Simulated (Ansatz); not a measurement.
C$_{2}$H$_{6}$OS, charge +1, doublet, at a GFN2-xTB geometry (a state made from the parent by changing its charge; the spin is typed, not shown lowest); MP2/aug-cc-pVDZ run with Ansatz (a first-principles code).

Here is a job for Ansatz.
Ansatz 0.2 input:
```yaml
crystal:
  periodic: [false, false, false]
  atoms:
    - {symbol: C, position_ang: [-1.30956027, 0.64165426, -0.78188424]}
    - {symbol: S, position_ang: [0.00505826, -0.41669803, -0.07959067]}
    - {symbol: C, position_ang: [1.54492139, 0.56256668, -0.18640788]}
    - {symbol: O, position_ang: [-0.28988667, -0.66512662, 1.30126565]}
    - {symbol: H, position_ang: [-2.25756047, 0.11057683, -0.72631947]}
    - {symbol: H, position_ang: [-1.06745328, 0.86084288, -1.81688002]}
    - {symbol: H, position_ang: [-1.37449429, 1.55165765, -0.18678638]}
    - {symbol: H, position_ang: [1.41487689, 1.47437405, 0.39510721]}
    - {symbol: H, position_ang: [2.36213553, -0.01741859, 0.23740007]}
    - {symbol: H, position_ang: [1.74849007, 0.78282306, -1.22944318]}
basis:
  gaussian:
    orbitals: aug-cc-pVDZ
total_charge: 1
magnetization: {spin_polarized: true, initial_magnetization: 1}
correlation: {method: mp2, electrons: outside_noble_gas}
accuracy: high
```

It wrote (shortened):

```
Functional definition: HF
3018 factors; integrals over basis functions are off by at most 3.6e-9 eV
mean field evaluation 1: about -14994.7048 eV, gradient 3.8e1 eV
mean field evaluation 2: about -14994.7075 eV, gradient 3.8e1 eV
mean field evaluation 4: about -15001.0528 eV, gradient 4.9e0 eV
mean field evaluation 8: about -15001.5166 eV, gradient 6.4e-1 eV
mean field evaluation 16: about -15001.5413 eV, gradient 2.5e-8 eV
mean field evaluation 32: about -15000.9867 eV, gradient 8.5e0 eV
mean field -15001.54127490 eV, -551.2964734427 hartree, gradient 2.5e-8 eV, S^2 0.782386; 4 other end points of the search recorded, 0 dependent functions left out
8 core orbitals not correlated
reference -15001.54127490 eV, -551.2964734427 hartree; 13, 12 occupied and 129, 130 virtual orbitals, 3018 factors
second order -16.33947786 eV of doubles, -0.00000000 eV of singles
Total energy: -15017.88075276 eV, -551.8969381789 hartree
```
